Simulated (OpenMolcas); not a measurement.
Lines of O+: computed and rescaled rates

```json
{"Program": "OpenMolcas 26.06", "Method": "SS-CASPT2, IPEA 0.25 Eh, imaginary shift 0.1 Eh (closed shells correlated: 1s)", "Basis": "ANO-R3 [4s4p2d1f]", "Scalar Hamiltonian": "X2C, finite nucleus", "Active space": "5 electrons in 4 orbitals (2s 2p)", "State averaging": "2S+1 = 4 odd, 1 root; 2S+1 = 2 odd, 8 roots; 2S+1 = 4 even, 3 roots; 2S+1 = 2 even, 9 roots", "Spin-orbit coupling": "state interaction with AMFI integrals over the reference wave functions, term energies averaged over their components"}
```

Rates come from the transition moments of the reference wave functions (E1 and E2 in the length form). At fixed line strength A goes as λ^-3 for E1 and M1 and as λ^-5 for E2, so a rate at the computed wavelength can be rescaled to the measured one. Measured vacuum wavelengths follow from level energies in NIST Handbook of Basic Atomic Spectroscopic Data. Branching counts decays inside the model space alone, at computed energies, and the table is only a selection of the E1 lines, drawn from those between levels with measured partners whose computed energy lies within a factor of 1.5 of the measured one.

```csv
Upper,Lower,Type,λ computed (nm),λ measured (nm),A computed (s-1),A rescaled (s-1),Branching %
2s 2p4 2P 1/2,2s2 2p3 2D* 3/2,E1,52.03,53.78,1.39e+10,1.26e+10,78.4
2s 2p4 2P 3/2,2s2 2p3 2D* 5/2,E1,52.08,53.83,1.26e+10,1.14e+10,71.2
2s 2p4 2S 1/2,2s2 2p3 2P* 3/2,E1,62.86,64.42,5.16e+09,4.79e+09,66.2
2s 2p4 2D 5/2,2s2 2p3 2D* 5/2,E1,70.89,71.85,3.10e+09,2.98e+09,82.3
2s 2p4 2P 3/2,2s2 2p3 2P* 3/2,E1,55.99,58.1,3.01e+09,2.69e+09,17.1
2s 2p4 2D 3/2,2s2 2p3 2D* 3/2,E1,70.89,71.86,3.01e+09,2.89e+09,79.8
2s 2p4 2S 1/2,2s2 2p3 2P* 1/2,E1,62.86,64.42,2.63e+09,2.44e+09,33.7
2s 2p4 2P 1/2,2s2 2p3 2P* 1/2,E1,55.94,58.04,2.42e+09,2.17e+09,13.7
2s 2p4 2P 3/2,2s2 2p3 2D* 3/2,E1,52.08,53.83,1.45e+09,1.31e+09,8.2
2s 2p4 2P 1/2,2s2 2p3 2P* 3/2,E1,55.93,58.04,1.39e+09,1.24e+09,7.9
2s 2p4 4P 1/2,2s2 2p3 4S* 3/2,E1,82.88,83.28,1.38e+09,1.36e+09,100.0
2s 2p4 4P 3/2,2s2 2p3 4S* 3/2,E1,82.94,83.33,1.37e+09,1.35e+09,100.0
2s 2p4 4P 5/2,2s2 2p3 4S* 3/2,E1,83.04,83.45,1.37e+09,1.35e+09,100.0
2s 2p4 2P 3/2,2s2 2p3 2P* 1/2,E1,55.99,58.1,6.17e+08,5.52e+08,3.5
2s 2p4 2D 5/2,2s2 2p3 2P* 3/2,E1,78.34,79.67,4.56e+08,4.34e+08,12.1
2s 2p4 2D 3/2,2s2 2p3 2P* 1/2,E1,78.34,79.66,3.72e+08,3.54e+08,9.9
2s 2p4 2D 3/2,2s2 2p3 2D* 5/2,E1,70.89,71.85,3.26e+08,3.13e+08,8.6
2s 2p4 2D 5/2,2s2 2p3 2D* 3/2,E1,70.89,71.86,2.11e+08,2.03e+08,5.6
2s 2p4 2D 3/2,2s2 2p3 2P* 3/2,E1,78.34,79.66,6.44e+07,6.13e+07,1.7
```

The largest correction is for 2s 2p4 2P 1/2 → 2s2 2p3 2P* 3/2 (E1): 1.39e+09 × (55.93 / 58.04)^3 = 1.24e+09 s-1, a factor of 0.89.

The computed rate and branching of 2s 2p4 4P 1/2 → 2s2 2p3 4S* 3/2 give the upper level a radiative lifetime of 1.000 / 1.38e+09 s-1 = 7.25e-10 s, counting decays inside the model space alone. The rescaled rate gives about 7.4e-10 s.

The computed order of these levels differs from the measured one in 2 places, and where term gaps are wrong the rates of spin-changing lines can be off by large factors.

No measured rate stands beside these. Rescaling mends the energy factor alone: line strengths can still be far off where a level mixes with configurations outside the active space, and weak or spin-changing lines hang on small mixing coefficients that depend on the term gaps too, so rescaling need not improve them.

CASPT2 breaks the degeneracy within a term, and the mean is taken; among the terms shown or strongly mixed into the levels shown the widest spread is 160 cm-1 (2s 2p4 2D). Computed and measured levels are paired by configuration, term and J; levels that our copy of the source lacks, or whose pairing is in doubt (as where it misses far off the trend of its configuration), stay unpaired. Levels of configurations outside the active space are missing.

* marks odd parity.
